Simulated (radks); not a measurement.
Sb3+, 48 electrons, occupied as [Kr] 4d10 5p2 (not the ground configuration). Method: Dirac Kohn-Sham, BP86, spin-unpolarised, spherical densities, finite nucleus; open shells are shared between the two j in proportion to 2j + 1; Fermi nuclear charge, rms radius 4.6802 fm; computed with a radial shooting solver on a logarithmic mesh with Libxc functionals.

Unscreened Slater integrals over Kohn-Sham orbitals (eV). Large and small components are both included. Empty in this configuration: 5s1/2.

integral,value
"F0(5p3/2,5p3/2)",10.450
"F2(5p3/2,5p3/2)",5.7078
"F0(5p3/2,5p1/2)",10.601
"G2(5p3/2,5p1/2)",5.7676
"F0(5p3/2,4d5/2)",12.944
"F2(5p3/2,4d5/2)",3.7595
"G1(5p3/2,4d5/2)",1.2661
"G3(5p3/2,4d5/2)",1.1602
"F0(5p3/2,4d3/2)",12.963
"F2(5p3/2,4d3/2)",3.7173
"G1(5p3/2,4d3/2)",1.2243
"G3(5p3/2,4d3/2)",1.1302
"F0(5p3/2,5s1/2)",11.205
"G1(5p3/2,5s1/2)",7.4265
"F0(5p1/2,5p1/2)",10.762
"F0(5p1/2,4d5/2)",13.287
"G3(5p1/2,4d5/2)",1.2817
"F0(5p1/2,4d3/2)",13.308
"G1(5p1/2,4d3/2)",1.3829
"F0(5p1/2,5s1/2)",11.408
"G1(5p1/2,5s1/2)",7.7522
"F0(4d5/2,4d5/2)",24.096
"F2(4d5/2,4d5/2)",12.157
"F4(4d5/2,4d5/2)",8.0329
"F0(4d5/2,4d3/2)",24.239
"F2(4d5/2,4d3/2)",12.226
"G2(4d5/2,4d3/2)",12.215
"G4(4d5/2,4d3/2)",8.0731
"F0(4d5/2,5s1/2)",14.823
"G2(4d5/2,5s1/2)",2.0667
"F0(4d3/2,4d3/2)",24.384
"F2(4d3/2,4d3/2)",12.298
"F0(4d3/2,5s1/2)",14.850
"G2(4d3/2,5s1/2)",2.0023
"F0(5s1/2,5s1/2)",12.232
